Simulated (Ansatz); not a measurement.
Two structures of AlH$_{5}$SeO, singlet, reached by relaxing down either side of one saddle point (PBE0-D4/def2-TZVP). Energies are electronic, without zero-point energy. Computed with Ansatz 0.2.0 (basis: def2-TZVPP and def2-QZVPP); correlated methods freeze the cores. Filled d shells of the heavier atoms are correlated. The def2 sets are not built for correlating such inner shells, so the correlated values are less sure here. Extrapolation: Hartree–Fock as exp(−7.88 √X), correlation as X^−2.97. First:

```tsv
atom	x (Å)	y (Å)	z (Å)
Al1	-0.3513	0.8658	-0.5160
O2	1.2329	0.4469	-1.0310
H3	-1.5915	0.3711	-1.3881
H4	-0.4428	2.1260	0.4462
H5	-0.2586	-2.1007	0.7664
Se6	-0.6678	-0.9108	1.5237
H7	1.3739	-0.1047	-1.7981
H8	0.7054	-0.6936	1.9970
```

Second:

Al1  (-0.575, 0.661, -0.081)
O2  (1.063, -0.194, -0.871)
H3  (-1.530, 0.589, -1.351)
H4  (-0.048, 2.021, 0.532)
H5  (1.096, -1.027, -0.368)
Se6  (-0.907, -1.139, 1.452)
H7  (0.998, -0.414, -1.808)
H8  (-0.096, -0.497, 2.495)
(Å)

(1) Which bonds change from the first to the second?

(2) Give the saddle point's structure and its height above each. (Judge from chemistry; the value comes from the calculation.)

The T1 diagnostic stays at or below 0.011.

## Answers

(1) AlH₃O ([OH][AlH2]) + H₂Se → AlH₃Se ([AlH2][SeH]) + H₂O (still joined by a long Al–O bond); bonds formed: O2–H5; dative contacts that become bonds: Al1–Se6; bonds broken: H5–Se6; bonds weakened to dative contacts: Al1–O2.

(2) The calculation gives: 0.335 eV above the first and 0.700 eV above the second (CCSD(T) at an estimated basis limit (MP2 extrapolated from triple and quadruple zeta, plus CCSD(T) − MP2 in triple zeta)).
| atom | x (Å) | y (Å) | z (Å) |
| --- | --- | --- | --- |
| Al1 | -0.4438 | 0.7866 | -0.3462 |
| O2 | 1.0301 | -0.1356 | -0.8215 |
| H3 | -1.6268 | 0.6629 | -1.3962 |
| H4 | -0.1568 | 2.0687 | 0.5340 |
| H5 | 0.5121 | -1.0798 | 0.1646 |
| Se6 | -0.6554 | -1.2478 | 1.2785 |
| H7 | 1.1650 | -0.4488 | -1.7182 |
| H8 | 0.1758 | -0.6064 | 2.3050 |

Labels in which every atom is bracketed show which atoms are joined, not bond orders.

For scale, one of the runs: CCSD(T)/def2-TZVPP, 191 basis functions, launched by `ansatz run in.yaml --threads 4 --pin off --events-out ev --progress --plain --max-ram 9574MiB`. Time: 16 s of wall clock on 4 CPU threads of an Intel Xeon 6975P-C; the host was shared. Peak host memory: 2.2 GiB.
